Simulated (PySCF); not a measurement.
Species: C3H10OSi2.
Atom-mapped SMILES: `[SiH3:1][O:2][SiH:3]1[CH2:4][CH2:5][CH2:6]1`

Geometry (GFN2-xTB, Å), atoms numbered from 1 in this order:
```
atom  x, y, z in Å
Si1    2.9648   -0.1307    0.5751
O2     1.5987    0.2005   -0.2331
Si3    0.0447    0.2848   -0.6790
C4    -1.1937    1.1662    0.4745
C5    -2.1035   -0.0799    0.4692
C6    -1.1391   -1.1143   -0.1483
H7     3.5336    1.1643    0.9418
H8     2.6378   -0.9330    1.7536
H9     3.7986   -0.8716   -0.3682
H10    0.1040    0.6732   -2.0842
H11   -1.6876    2.0668    0.1185
H12   -0.8073    1.3803    1.4697
H13   -2.9626    0.0766   -0.1814
H14   -2.4717   -0.3569    1.4560
H15   -1.5978   -1.7349   -0.9141
H16   -0.7264   -1.7826    0.6061
```

NICS is the negative of the GIAO shielding at a point without a nucleus: at the ring centre (0) and 1 Å above and below it (1); zz is the component along the ring normal. Level: GIAO PBE0/pcSseg-1 (PySCF, non-relativistic, gas phase) on the GFN2-xTB geometry, one conformer.

Ring bond lengths (Å), with Mayer bond orders in brackets: Si3–C4 1.908 (0.90), C4–C5 1.543 (1.00), C5–C6 1.543 (1.00), C6–Si3 1.908 (0.91).

Question: What do the NICS probes read (ppm)?

Answer: 
```csv
ring,type,NICS(0),"NICS(1), two faces","NICS(1)zz, two faces",rms pucker (Å),"centre to ring atoms, mean (Å)"
Si3–C4–C5–C6,4-membered ring with Si; formal bonds all single,0.4,-1.6 / -0.6,0.9 / 4.8,0.09,1.21
```

Question: What do they say, and how far can they be read as aromaticity?

Answer: 
- Si3–C4–C5–C6: mean NICS(1)zz 2.9 ppm, near zero. Si3, C4, C5, C6 have four or more neighbours, and the NICS criterion for π rings isn't applied. The two faces differ by 3.9 ppm, so no symmetry operation interchanges them.

Question: At the second NICS(1) probe listed for ring Si3–C4–C5–C6, 1 Å off the ring, how large is the induced field along the normal in 7.05 T applied along it?

Answer: NICSzz × B0 = 4.8 ppm × 7.05 T = 34 μT, along the applied field.
